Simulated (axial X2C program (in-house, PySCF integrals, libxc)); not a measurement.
Nuclear properties of FeBr

Calculated with an axial X2C code built on PySCF integrals: two-component X2C with atomic mean-field Coulomb and Gaunt terms, Gaussian nuclei, basis Br dyall-cv3z, Fe dyall-cv3z with contracted cores.

R = 2.329 Å (near the PBE0 minimum at charge 0 of the determinant lowest at the starting distance; the state shown can have its own minimum elsewhere).

Input and command:
```json
{"zs": [35, 26], "q": 0, "bas": ["dyall-cv3z", "dyall-cv3z"], "r0": 2.3, "levels": ["PBE0", "HF", "r2SCAN", "TPSSh", "BP86"], "nst": 3}
```
```bash
python soeom.py task.json out
```

Keys: zs atomic numbers; q charge; bas basis sets; r0 starting distance in Å; levels methods; nst determinants followed.

Determinant lowest in the PBE0 search, Ω = 9/2 (⟨Sz⟩ = 2.50, ⟨Lz⟩ = 2.00 at PBE0), spin on the atoms Br 0.08, Fe 2.42:

```json
{"level": "PBE0", "Eeff magnitude (GV/cm)": "1.76", "Ws magnitude Br (kHz)": "0.0863", "Ws magnitude Fe (kHz)": "0.0906", "A∥/gI Br (MHz)": "25.6", "qzz Br (a.u.)": "1.70", "A∥/gI Fe (MHz)": "562", "qzz Fe (a.u.)": "0.79", "μ (D)": "2.32"}
{"level": "HF", "Eeff magnitude (GV/cm)": "1.5", "Ws magnitude Br (kHz)": "0.0502", "Ws magnitude Fe (kHz)": "0.0969", "A∥/gI Br (MHz)": "17.5", "qzz Br (a.u.)": "1.40", "A∥/gI Fe (MHz)": "473", "qzz Fe (a.u.)": "0.60", "μ (D)": "2.96"}
{"level": "r2SCAN", "Eeff magnitude (GV/cm)": "1.87", "Ws magnitude Br (kHz)": "0.101", "Ws magnitude Fe (kHz)": "0.0872", "A∥/gI Br (MHz)": "32.4", "qzz Br (a.u.)": "1.45", "A∥/gI Fe (MHz)": "595", "qzz Fe (a.u.)": "0.72", "μ (D)": "1.97"}
{"level": "TPSSh", "Eeff magnitude (GV/cm)": "1.7", "Ws magnitude Br (kHz)": "0.0865", "Ws magnitude Fe (kHz)": "0.0846", "A∥/gI Br (MHz)": "26.8", "qzz Br (a.u.)": "1.61", "A∥/gI Fe (MHz)": "570", "qzz Fe (a.u.)": "0.75", "μ (D)": "1.99"}
{"level": "BP86", "Eeff magnitude (GV/cm)": "1.81", "Ws magnitude Br (kHz)": "0.107", "Ws magnitude Fe (kHz)": "0.0739", "A∥/gI Br (MHz)": "34", "qzz Br (a.u.)": "1.45", "A∥/gI Fe (MHz)": "574", "qzz Fe (a.u.)": "0.74", "μ (D)": "1.63"}
```

Eeff is the effective electric field on the electron electric dipole moment in this Ω state and Ws the scalar–pseudoscalar constant of the nucleus named (defined with the proton number Z and per Ω); A∥ (defined per Ω) follows by multiplying with gI = μI/(I μN); qzz is the electric field gradient, eQq0 = 234.96 MHz × Q/barn × qzz; μ is positive if the Fe end (last atom) is positive. The operators were transformed with the bare-nucleus X2C matrices; with these basis sets, hyperfine constants and field gradients can be off by tens of per cent, and where levels differ in sign neither size nor sign is settled.

(1) With gI(79Br) = 1.4043, Q(79Br) = 0.3087 barn, gI(57Fe) = 0.1809 (g factors from the IAEA table of nuclear moments by Stone; Q from Pyykkö, Mol. Phys. 2018), turn the PBE0 values of the first state into constants in MHz.

Each state is one determinant with collinear spin, which with several unpaired electrons need not be a pure state. Unrestricted Hartree–Fock can overshoot spin polarisation at the nuclei. With several open shells hyperfine constants can be off by a factor of several. At TPSSh, r2SCAN a later determinant lies lower. States lie within half an eV, so the first need not be the ground state. Further determinants of the search, some of them spin-mixed, are not shown.

Results:

(1) A∥(79Br) = 25.6 × 1.4043 = 36 MHz; eQq0(79Br) = 234.96 × (0.3087) × (1.70) = 123 MHz; A∥(57Fe) = 562 × 0.1809 = 102 MHz.
